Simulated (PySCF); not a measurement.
Se(Br)(GeH3) (BrGeH3Se), SMILES [GeH3][Se]Br.

Coordinates come from a PBE-D3(BJ)/def2-SVP optimisation. The structure was generated by enumeration, and PubChem lists no compound with its InChIKey, so it may never have been made.

Computed with PBE-D3(BJ)/def2-SVP (PySCF).

Frequencies are harmonic and unscaled.

Computed normal modes with their intensities:
| mode | ν (cm⁻¹) | IR (km/mol) | moving atoms (share of kinetic energy) |
|---|---|---|---|
| 1 | 77 | 0.4 | Br 39 %, Ge 37 %, Se 19 % |
| 2 | 115 | 0.0 | H 97 % |
| 3 | 268 | 8.0 | Se 46 %, Ge 45 % |
| 4 | 284 | 2.0 | Se 51 %, Br 44 % |
| 5 | 501 | 7.2 | H 92 % |
| 6 | 516 | 6.2 | H 96 % |
| 7 | 771 | 214.4 | H 97 % |
| 8 | 822 | 30.8 | H 99 % |
| 9 | 847 | 31.7 | H 99 % |
| 10 | 2074 | 69.0 | H 100 % |
| 11 | 2100 | 69.3 | H 98 % |
| 12 | 2102 | 85.3 | H 98 % |
